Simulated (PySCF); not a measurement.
# Se (selenium, neutral): UHF calculation

Configuration: [Ar] 3d10 4s1 4p4 4d1, one real determinant (an excited configuration). All numbers are calculated (PySCF 2.14, a scalar-relativistic core potential, in aug-cc-pVTZ-PP with ECP10MDF (6s5p4d2f, 55 functions)).

```json
{
  "Total energy": "-371.190729 hartree",
  "One-electron energy": "-651.0271 hartree",
  "Hartree (Coulomb) energy": "307.4989 hartree",
  "Exchange energy": "-27.6626 hartree",
  "⟨S²⟩": "6.0176",
  "⟨L²⟩": "8.042",
  "Sum of ⟨r⟩": "25.23 bohr",
  "Sum of ⟨r²⟩": "50.34 bohr²",
  "Traceless quadrupole moment −½Σ⟨3z² − r²⟩ along its main axis": "2.49 e·bohr²"
}
```

```tsv
shell	electrons	mean orbital energy (hartree)	spread (hartree)	rms radius, mean of both spins (bohr)
3s α	1	-9.12387	0	0.615
3s β	1	-9.07598	0	0.615
3p α	3	-7.00411	0.01634	0.637
3p β	3	-6.96919	0.00384	0.637
3d α	5	-2.80482	0.02177	0.688
3d β	5	-2.78031	0.00627	0.688
4s α	1	-1.14251	0	1.89
4p α	3	-0.58175	0.06364	2.35
4p β	1	-0.37111	0	2.35
4d α	1	-0.05013	0	4.10
```

⟨L²⟩ = 8.04 against 12 for a pure F term, so this real determinant mixes terms. Energies and moments cover only the electrons outside the core potential. The outer electron is Rydberg-like, and this basis confines it to a smaller radius and binds it less than a complete one would.
